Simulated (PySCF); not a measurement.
# Hartree-Fock beside MP2: AlCH4N

All numbers below are calculated, not measured. The program is PySCF 2.14.0, an open-source quantum chemistry code, run on an isolated molecule that a program drew, which may never have been made. The molecule is AlCH4N (charge 0, singlet), drawn as the SMILES string `C[N]=[AlH]`.

The geometry was optimised and harmonic frequencies were computed with HF and MP2, all in the cc-pV(D+d)Z basis, for the commonest isotopes, with a restricted reference for singlets and an unrestricted one otherwise, and a frozen core in MP2. Each result is a local minimum of its method.

Geometry at the HF minimum:
```xyz
7
AlCH4N, angstrom
C    -2.9320   -0.3556    1.1916
N    -1.6188   -0.5463    0.6970
Al   -0.1399   -0.7610    0.1402
H    -2.9727   -0.4145    2.2864
H    -3.3394    0.6239    0.9123
H    -3.6304   -1.1097    0.8082
H     1.2992   -0.9701   -0.4016
```

Lengths of the bonds as drawn, in Å (atoms numbered as above):
```
bond,HF,MP2
C1-N2,1.416,1.429
N2-Al3,1.595,1.641
C1-H4,1.097,1.106
C1-H5,1.097,1.106
C1-H6,1.097,1.106
Al3-H7,1.552,1.555
```

Rotational constants, in GHz:
```
constant,HF,MP2
A,161.7,158
B,4.836,4.662
C,4.836,4.662
```

Harmonic frequencies in cm^-1, each column in rising order, so a row needn't be the same motion in every method:
| rank | HF | MP2 |
|---|---|---|
| 1 | 214 | 76 |
| 2 | 214 | 77 |
| 3 | 448 | 351 |
| 4 | 448 | 352 |
| 5 | 807 | 731 |
| 6 | 1222 | 1125 |
| 7 | 1222 | 1125 |
| 8 | 1558 | 1437 |
| 9 | 1575 | 1443 |
| 10 | 1591 | 1489 |
| 11 | 1591 | 1489 |
| 12 | 2115 | ? |
| 13 | 3115 | 3035 |
| 14 | 3160 | 3120 |
| 15 | 3161 | 3120 |

**Estimate the missing MP2 frequency from the HF column.**

A single factor s that minimises the squared misfit of MP2 against s times HF over the other rows is sum(HF x MP2) / sum(HF^2) = 0.9619, with an rms misfit of 76 cm^-1. For rank 12 it gives 0.9619 x 2115 = 2034 cm^-1. The calculation gives 2075 cm^-1, 41 cm^-1 above the estimate. The drawn bonds are on average 1.1 % longer in MP2 than in HF.
